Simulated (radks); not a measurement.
Question: These are the eigenvalues of the occupied orbitals of an atom or ion with whole-number occupations (hartree). Method: scalar-relativistic Kohn-Sham, PBE, spin-polarised, spherical densities, point nucleus; computed with a radial shooting solver on a logarithmic mesh with Libxc functionals.

| orbital | eigenvalue |
|---|---|
| 1s down | -2115.087 |
| 1s up | -2115.087 |
| 2s up | -360.6592 |
| 2s down | -360.6576 |
| 2p up | -319.7115 |
| 2p down | -319.7105 |
| 3s up | -85.77134 |
| 3s down | -85.69771 |
| 3p up | -73.31600 |
| 3p down | -73.24251 |
| 3d up | -57.73132 |
| 3d down | -57.67539 |
| 4s up | -22.02926 |
| 4s down | -21.87719 |
| 4p up | -17.92002 |
| 4p down | -17.77080 |
| 4d up | -12.40879 |
| 4d down | -12.26198 |
| 5s up | -7.53002 |
| 5s down | -7.44322 |
| 4f up | -6.29469 |
| 4f down | -6.15203 |

Which element is it, and in what charge state? The configuration may be excited. Open shells, if any, are filled with parallel spins first.

Answer: Z = 68, erbium, charge +10: Er10+ in [Kr] 4d10 4f10 5s2. The list shows which subshells hold electrons but not how many an open one holds; the 1s level, -2115.1 hartree, gives Z - s = 65.0 by -(Z - s)^2/2, which with screening and relativity narrows Z to a few neighbours, and the depths of the outer levels then fix element, charge and occupations together.
